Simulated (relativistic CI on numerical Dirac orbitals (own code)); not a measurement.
V3+ (3d2) in a crystal field

Calculated by Dirac-Coulomb-Breit CI, KLI orbitals optimised for each configuration, a model potential for QED, one configuration in a parametric crystal field, unscaled Slater integrals (own radial code). With so little scaling, terms lie 10 to 35 % too far apart, which can change the order of excited levels.

Field parameters in Wybourne normalisation: D4h B²₀ = −7Ds, B⁴₀ = 21(Dq − Dt), B⁴₄ = 21√(5/14) Dq. The field is a parameter set, without covalency.

S is read from ⟨S²⟩ = S(S + 1).

Powder χT (cm³ K mol⁻¹) by Van Vleck's formula, with temperature-independent terms:

```tsv
Field	2 K	5 K	10 K	20 K	50 K	100 K	200 K	300 K
D4h, 10Dq = 12250, Ds = -1500, Dt = 20 cm⁻¹	0.0161	0.0359	0.061	0.107	0.242	0.457	0.762	0.93
D4h, 10Dq = 12250, Ds = -1090, Dt = 20 cm⁻¹	0.017	0.0382	0.0644	0.111	0.249	0.466	0.766	0.932
D4h, 10Dq = 12250, Ds = -680, Dt = 20 cm⁻¹	0.0181	0.041	0.0688	0.117	0.259	0.475	0.77	0.934
D4h, 10Dq = 12250, Ds = -270, Dt = 20 cm⁻¹	0.0195	0.0445	0.0745	0.125	0.27	0.482	0.764	0.933
D4h, 10Dq = 12250, Ds = 140, Dt = 20 cm⁻¹	0.0258	0.0645	0.132	0.245	0.388	0.517	0.748	0.93
D4h, 10Dq = 12250, Ds = 550, Dt = 20 cm⁻¹	0.0965	0.242	0.456	0.647	0.76	0.813	0.889	0.96
D4h, 10Dq = 12250, Ds = 950, Dt = 20 cm⁻¹	0.152	0.378	0.627	0.775	0.844	0.878	0.927	0.973
D4h, 10Dq = 12250, Ds = 1360, Dt = 20 cm⁻¹	0.197	0.476	0.716	0.83	0.88	0.905	0.943	0.979
```

(1) For D4h, 10Dq = 12250, Ds = -1090, Dt = 20 cm⁻¹: what effective moment follows at 300 K?

Results:

(1) μ_eff = √(8χT) = 2.73 μB. The ground level has S = 1.00; the spin-only moment for S = 1 is 2.83 μB. The difference comes from the orbital moment, spin-orbit mixing of terms and temperature-independent paramagnetism, all larger in this ionic model than in covalent complexes. The ground level is a non-magnetic singlet, so χT starts at zero and rises through temperature-independent paramagnetism and the filling of excited levels.
